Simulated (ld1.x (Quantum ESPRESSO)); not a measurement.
Transferability test, TM potential for Ga (Z = 31)

gallium (Ga), norm-conserving Troullier–Martins (Kleinman–Bylander form), made with ld1.x (Quantum ESPRESSO) 7.5 (PBE, scalar-relativistic). Core [Ar], reference 3d10 4s2 4p0.75 (charge +0.25). Waves: 4s (bound): rc 1.40 bohr; 4p (bound): rc 2.50 bohr; 4f channel at 0.5 Ry: rc 2.00 bohr; 3d (bound): rc 0.90 bohr. Local part: the d channel. Core correction: none.

Energies are relative to the spin-unpolarised reference configuration 3d10 4s2 4p0.75; without spin polarisation the order of configurations can differ from experiment. Not all tests gave a result: 1 of 7 tests not solved or not reliable. Left out of the table: 3d9 4s2 4p1 (solver errors, printed error -4.2 eV).

```tsv
valence configuration	charge	ΔE all-electron (eV)	error AE − PS (meV)
3d10 4s2 4p1	0	-0.825	+0.1
3d10 4s1 4p0	+2	25.991	+18
3d10 4s1 4p2	0	5.713	+3.9
3d10 4s0 4p0	+3	57.263	+98
3d10 4s1 4p1	+1	12.236	+7.1
```

(1) What are ΔE and the potential's error for 3d10 4s2 4p0?

Note: ghost states, extra bound levels that the all-electron valence spectrum of the same l lacks: s at -488.6 eV, p at -251.3 eV. A true bound ghost makes a file unfit for plane-wave use.

## Answers

(1) ΔE = 4.863 eV all-electron; the error (AE − PS) is 0.0 meV.
